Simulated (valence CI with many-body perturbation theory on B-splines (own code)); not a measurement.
# Pb10+: key properties

Level of theory: configuration interaction combined with many-body perturbation theory (CI+MBPT): four valence electrons over a frozen Dirac-Fock core [Xe] 4f14, a basis of 9 s, 9 p, 10 d, 8 f, 5 g, 3 h, 1 i functions for each j, with the one-electron correlation potential Σ1, the two-electron term Σ2, the three-electron term Σ3, Breit, model QED; selected CI, second order for the rest, scaled by the run's own slope (own B-spline code, finite nucleus).

No measured spectrum was set against this ion. As an estimate, terms of the open shell hold to 2 to 4 % of their energy, and close levels can change places. Core correlation moves these levels by up to 16000 cm⁻¹, and in measured spectra 5 to 20 % of such shifts remained as error; rates that hang on mixing are uncertain with them. The list stops below the first excitations out of the core. Only levels of the ground parity were solved; by the run's estimate the other parity begins above the list, which can be wrong where configurations are misplaced.

Levels are named by their leading jj configuration (3d3/2^4 stands for four electrons in 3d with j = 3/2), which in mixed levels can hold well under half, so a name can repeat and another be missing.

Rates and lifetimes use the calculated energies. Strong lines usually hold to 10 to 20 %, long lifetimes can be off by a factor of two.

(1) What is the ground level?

(2) How well does LS coupling describe the low levels?

(3) What is the ionisation energy?

(4) Name the longest-lived excited levels whose lifetime is computed, and their main decay.

## Answers

(1) (5d3/2^4) J=0, composition 49 % 5d⁴ ³P + 44 % 5d⁴ ⁵D + 7 % 5d⁴ ¹S.

(2) Among the lowest 20 levels the leading LS term, summed over configurations, holds 54 % on average. For single configurations the figures are 54 % in LS and 82 % in jj coupling. Terms mix most in the J = 4 level at 33502 cm⁻¹, where the leading one holds 31 %.

(3) 183.12 eV; NIST lists 182 ± 2.4 eV (theoretical).

(4) (5d3/2^2 5d5/2^2) J=6 at 63857 cm⁻¹ lives 1.44 s, mostly by M1 to (5d3/2^2 5d5/2^2) J=5; (5d3/2^3 5d5/2) J=3 at 34164 cm⁻¹ lives 180 ms, mostly by M1 to (5d3/2^3 5d5/2) J=2; (5d3/2^3 5d5/2) J=2 at 28477 cm⁻¹ lives 21.1 ms, mostly by M1 to (5d3/2^3 5d5/2) J=1. The lifetime of (5d3/2^3 5d5/2) J=4 is too uncertain to give, and may be longer.
